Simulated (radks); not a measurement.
The numbers below are computed, except where a source is named.
The nuclear charge of neutral thallium is varied continuously with 81 electrons held in [Hg] 6p1. Level of theory: Dirac Kohn-Sham, PBEsol, spin-unpolarised, spherical densities, finite nucleus; open shells are shared between the two j in proportion to 2j + 1; Fermi nuclear charge, rms radius 5.4759 fm (a radial shooting solver on a logarithmic mesh with Libxc functionals). By the Hellmann-Feynman theorem dE/dZ = E(electron-nucleus)/Z, the electronic potential at the nucleus (averaged over a nucleus of fixed radius).

| Z | E (hartree) | E(electron-nucleus)/Z (hartree) | HOMO | e(HOMO) (eV) | <r> HOMO (bohr) |
|---|---|---|---|---|---|
| 80.75 | -20120.3278 | -629.269 | 6p3/2 | -0.705 | 4.570 |
| 81 | -20278.0409 | -632.435 | 6p3/2 | -2.093 | 3.997 |
| 81.25 | -20436.5458 | -635.604 | 6p3/2 | -3.697 | 3.661 |
| 81.5 | -20595.8433 | -638.777 | 6p3/2 | -5.462 | 3.424 |
| 81.75 | -20755.9349 | -641.956 | 6p3/2 | -7.364 | 3.241 |
| 82 | -20916.8220 | -645.142 | 6p3/2 | -9.386 | 3.093 |

The central difference of E at Z = 81 is -632.436 hartree, to compare with the third column; the second derivative is -12.7 hartree.
